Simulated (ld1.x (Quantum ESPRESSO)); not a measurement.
Ga (Z = 31): excitation energies, all-electron against TM

ld1.x (Quantum ESPRESSO) 7.5 input, shortened:

```
&input
   title='Ga', zed=31., rel=1, dft='PBE', iswitch=3,
   config='[Ar] 3d10 4s2 4p0 4d-2'
 /
 &inputp
   pseudotype=2, tm=.true., lloc=-1, rcloc=1.65,
   nlcc=.true., new_core_ps=.true.
 /
3
4S  1  0   2.00   0.00  1.55  1.55  0.0
4P  2  1   0.00   0.00  1.95  1.95  0.0
4D  3  2  -2.00  -0.10  1.95  1.95  0.0
 &test
   configts(1)='4s2 4p0'
 /
```

Energies are relative to the spin-unpolarised reference configuration 4s2 4p0; without spin polarisation the order of configurations can differ from experiment. The frozen-core shift is the all-electron ΔE with the core orbitals held at their reference shape minus the fully relaxed ΔE.

```csv
valence configuration,charge,ΔE all-electron (eV),error AE − PS (meV),frozen-core shift (meV)
4s2 4p1,0,-5.688,-8.3,+11
4s2 4p0.5,+0.5,-3.658,-3.1,+4.1
4s1 4p2,0,0.850,-7.5,+5.0
4s0 4p3,0,7.683,-42,+36
4s2 4p1.3,-0.3,-6.222,-10,+14
```

Task: What are ΔE and the potential's error for 4s1 4p0?

Result: ΔE = 21.128 eV all-electron; the error (AE − PS) is -97 meV.

Task: What are ΔE and the potential's error for 4s1 4p1?

Result: ΔE = 7.372 eV all-electron; the error (AE − PS) is -18 meV.

Levels in the configuration 4s1 4p1:

```
level  all-electron (eV)  pseudo (eV)
   4s            -17.423      -17.485
   4p             -9.942       -9.970
```

Note: ghost state, extra bound levels that the all-electron valence spectrum of the same l lacks: d at -229.5 eV. A true bound ghost makes a file unfit for plane-wave use.
